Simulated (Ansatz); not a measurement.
`F[SiH2][SiH]1C[SiH2]1`, charge 0, multiplicity 1.

Q: Give a relaxed structure at PBE0-D4/def2-TZVP (the Gaussian-basis code of Ansatz). (Estimate.)

A: Ansatz gave: 
Cartesian coordinates in Å:
```
F -2.095 1.747 -1.807
Si -0.618 1.703 -1.175
Si 0.119 -0.450 -0.757
C -0.492 -1.251 0.866
Si 1.298 -0.731 1.150
H 0.286 2.411 -2.116
H -0.662 2.430 0.122
H 0.317 -1.379 -1.896
H -0.686 -2.320 0.817
H -1.274 -0.730 1.414
H 1.523 0.396 2.084
H 2.284 -1.826 1.297
```
This is one stationary point; other conformers may exist.
